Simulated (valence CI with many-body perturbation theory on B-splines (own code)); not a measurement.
Sc⁷⁺: one-electron terms

Computed by relativistic CI+MBPT: four valence electrons over a frozen Dirac-Fock core [Ne], radial functions for each j: 11 s, 11 p, 9 d, 7 f, 5 g, 2 h, 1 i, with the one-electron correlation potential Σ1 (screened to all orders), the two-electron term Σ2, the three-electron term Σ3, Breit, model QED; selected single and double excitations, second order for the rest, scaled by the run's own slope (own B-spline code, finite nucleus).

Against 21 measured levels this calculation errs by 87 cm⁻¹ on average and by 341 at most. These come from a selection out of Sugar and Corliss, J. Phys. Chem. Ref. Data 9, 473 (1980). Levels without a partner in it may be off by more.

These are the spectroscopic orbitals of the CI (the correlating ones are not listed), shaped by the core and the other valence electrons. h is the expectation value of the core's Dirac-Fock operator, without the valence repulsion; Σ1 is computed up to l = 3 at one energy for each symmetry, that of its lowest orbital but kept below the first core excitation, so for empty shells it is not the orbital's own correlation shift; Breit and QED include the response of the core.

```tsv
Orbital	h (hartree)	Σ1 (cm⁻¹)	Breit (cm⁻¹)	QED (cm⁻¹)	⟨r⟩ (bohr)
3s1/2	-9.1205	-4418	319	206	0.9728
4s1/2	-4.632	-1176	102	66.5	2.004
5s1/2	-2.7867	-476	43.5	28.5	3.436
6s1/2	-1.8622	-244	22.9	15.0	5.231
3p1/2	-8.2342	-4595	471	-21.5	0.9990
4p1/2	-4.2693	-1238	150	-6.7	2.121
5p1/2	-2.614	-534	68.3	-3.0	3.616
6p1/2	-1.7661	-282	37.0	-1.6	5.480
3p3/2	-8.2026	-4529	284	-7.8	1.004
4p3/2	-4.2574	-1226	89.6	-2.4	2.127
5p3/2	-2.6083	-529	40.6	-1.1	3.624
6p3/2	-1.763	-280	21.9	-0.6	5.490
3d3/2	-6.975	-4622	106	-8.5	1.005
4d3/2	-3.7845	-1236	37.8	-2.9	2.267
5d3/2	-2.3837	-557	18.7	-1.4	3.866
3d5/2	-6.9717	-4590	28.4	-6.2	1.006
4d5/2	-3.7831	-1227	10.2	-2.1	2.268
5d5/2	-2.383	-553	5.0	-1.0	3.868
4f5/2	-3.5805	-378	0.4	-0.2	2.146
5f5/2	-2.2842	-211	0.3	-0.1	3.807
4f7/2	-3.5801	-377	-0.3	0.0	2.147
5f7/2	-2.284	-211	-0.2	0.0	3.808
5g7/2	-2.2454		0.0	0.0	3.422
5g9/2	-2.2453		0.0	0.0	3.423
```

Among the shells of the start configuration 3s2 3p2, Σ1 is largest in size for 3p1/2, where it is 0.25 % of h.

Lowest root of each symmetry, sizes in configuration state functions:

```csv
J,Parity,Roots,Reference,Variational,Second order,Change by selected CI (cm⁻¹),Change by second order (cm⁻¹)
0,even,8,36,20986,195728,-6063,-5
1,even,13,68,40006,460327,-6013,-21
2,even,15,90,39972,716248,-6020,-36
3,even,11,63,39955,898717,-6830,-43
4,even,7,41,39995,857273,-6847,-31
5,even,2,14,33621,664684,-6895,-16
0,odd,3,32,19778,186306,-7067,-11
1,odd,8,85,39988,567395,-6022,-14
2,odd,9,100,39908,865980,-2987,-13
3,odd,5,80,39959,871113,-6004,-35
4,odd,2,47,39987,683925,-9358,-42
```
